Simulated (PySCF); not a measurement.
# Cu: excitation energy

Cu [Ar] 3d10 4s1 (2S) → Cu [Ar] 3d10 4p1 (2P), as a difference of total energies. Calculation: PySCF 2.14, in aug-cc-pVTZ-PP with ECP10MDF; a scalar-relativistic core potential. Correlated levels: valence: 3s2 3p6 frozen. The calculations carry no spin-orbit coupling.

```
           method  excitation energy (eV)  error (eV)
              UHF                   3.191      -0.615
    MP2 (valence)                   3.873      +0.067
SCS-MP2 (valence)                   3.779      -0.027
   CCSD (valence)                   3.721      -0.085
CCSD(T) (valence)                   3.787      -0.019
```

Reference: 3.806 eV (measured; NIST levels, between the centres of gravity of the two terms).

Errors of the correlated levels include the incompleteness of this basis and the frozen core.
